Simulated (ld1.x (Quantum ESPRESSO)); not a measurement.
Reading a pseudo-wave (C)

Columns: radius, all-electron u(r) and pseudo u(r) of the 2s shell (level -13.64 eV) of carbon in the configuration [He] 2s2 2p2; LDA (PZ), scalar-relativistic, PAW scheme, ld1.x (Quantum ESPRESSO) 7.5.

```csv
r (bohr),all-electron,pseudo
0.098,0.3302,-0.1254
0.195,0.3202,-0.2460
0.292,0.1719,-0.3600
0.390,-0.0227,-0.4654
0.488,-0.2157,-0.5587
0.585,-0.3847,-0.6376
0.682,-0.5241,-0.7023
0.780,-0.6337,-0.7529
0.878,-0.7138,-0.7892
0.975,-0.7675,-0.8122
1.072,-0.7995,-0.8236
1.170,-0.8138,-0.8249
1.268,-0.8135,-0.8174
1.365,-0.8020,-0.8028
1.463,-0.7818,-0.7818
1.560,-0.7555,-0.7555
1.658,-0.7244,-0.7244
1.755,-0.6907,-0.6907
1.852,-0.6552,-0.6552
1.950,-0.6184,-0.6184
2.047,-0.5818,-0.5818
2.145,-0.5453,-0.5453
2.242,-0.5100,-0.5100
2.340,-0.4754,-0.4754
2.438,-0.4422,-0.4422
2.535,-0.4108,-0.4108
```

Task: How many radial nodes do the two functions have?

Result: The all-electron 2s function has n − l − 1 = 1; the pseudo-wave has 0, since the states of the same l below it are removed with the core.

Task: At about which radius was the pseudo-wave matched?

Result: 1.50 bohr, where the columns begin to agree (steps of 0.10 bohr).

Task: Where does each function peak?

Result: Outermost all-electron maximum near 1.17 bohr, pseudo maximum near 1.17 bohr (to the table’s step).

Task: Is the pseudo-wave norm-conserving?

Result: No, it belongs to a PAW set: the norm inside the radius is not constrained, and the difference is carried by the augmentation charge.
